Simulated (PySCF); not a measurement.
Radial density of Si (silicon, neutral)

revPBE, [Ne] 3s2 3p1 3d1, one real determinant (an excited configuration). Computed with PySCF 2.14 in aug-cc-pVQZ-DK, with the spin-free X2C one-electron Hamiltonian (Gaussian nucleus).

```csv
r (bohr),4πr²ρ (e/bohr),4πr²(ρα − ρβ)
0.00179,0.07930,0.0000
0.00301,0.2085,0.0000
0.00506,0.5390,0.0000
0.00851,1.347,-0.0001
0.0143,3.172,-0.0002
0.0241,6.730,-0.0004
0.0405,11.94,-0.0002
0.0682,15.75,0.0029
0.115,13.44,0.0160
0.193,9.563,0.0483
0.324,13.19,0.0740
0.546,12.13,0.0261
0.918,3.580,0.0372
1.54,1.639,0.3767
2.60,1.112,0.4718
4.37,0.2932,0.2471
7.34,0.1226,0.1224
12.4,0.0004951,0.0005
```

Densities and radii are taken from the X2C orbitals without a picture-change correction, which distorts them close to the nucleus.

⟨L²⟩ = 8.02 against 12 for a pure F term, so this real determinant mixes terms. The outer electron is Rydberg-like, and this basis confines it to a smaller radius and binds it less than a complete one would.
